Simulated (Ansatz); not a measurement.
Calculated with Ansatz (gas phase, PBE0-D4/def2-TZVP geometries, no zero-point term in ΔE). CCSD(T)/CBS adds triple-zeta CCSD(T) − MP2 to the extrapolated MP2 energy (def2 sets, frozen cores). This one scheme is used for every species. For Br outer-core shells are correlated without core-valence functions, which leaves a few kJ/mol of doubt a bond. Scalar relativity is left out up to krypton. Each species was taken in one conformer, which may not be the lowest.

Reaction (formal exchange of groups at a C–C bond): `BCCCl` + `ClCBr` → `BCC(Cl)Br` + `CCl`

```json
{"species": "`BCCCl`", "HF/def2-TZVPP energy (Eh)": "-563.44556"}
{"species": "`ClCBr`", "HF/def2-TZVPP energy (Eh)": "-3070.96696"}
{"species": "`BCC(Cl)Br`", "HF/def2-TZVPP energy (Eh)": "-3135.27263"}
{"species": "`CCl`", "HF/def2-TZVPP energy (Eh)": "-499.14095"}
```

(1) Work out ΔE.

Largest T1 diagnostic among the species: 0.009.

Results:

(1) ΔE = (-3135.27263) + (-499.14095) − (-563.44556) − (-3070.96696) = -0.00106 Eh = -2.8 kJ/mol. CCSD(T)/CBS gives -10.9 kJ/mol.

The D4 term adds −3.8 kJ/mol with B3LYP and −2.1 kJ/mol with PBE0; it sums over pairs of atoms, weighted by their polarisabilities, and B3LYP, whose exchange is more repulsive, gets the larger term. In def2-TZVPP, CCSD(T) changes the Hartree–Fock value by −7.5 kJ/mol (the triples alone add −1.6 kJ/mol) and MP2 by −10.5 kJ/mol.

B3LYP here is the variant with VWN-RPA as its local correlation; programs differ in this.
